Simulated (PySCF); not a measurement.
CBrCl3, SMILES ClC(Cl)(Cl)Br. Geometry: PBE-D3(BJ)/def2-SVP.

These are PBE-D3(BJ)/def2-SVP in PySCF values and carry that method's errors.

Harmonic wavenumbers (cm⁻¹): 182, 182, 237, 286, 286, 413, 668, 729, 730. Rotational constants (GHz): 1.675, 1.116, 1.116; symmetry number 3.

Q: Work out the zero-point energy and the ideal-gas rigid-rotor harmonic-oscillator thermochemistry at 298.15 K and 1 atm.

A: ZPE = ½ Σ hcν = ½ × 3712 cm⁻¹ = 22.20 kJ/mol. H − E(el) = 40.49 kJ/mol. Entropy in J/(mol K): translation 174.72, rotation 113.97, vibration 47.08, total 335.76. G − E(el) = -59.62 kJ/mol. Cp = 86.79 J/(mol K).
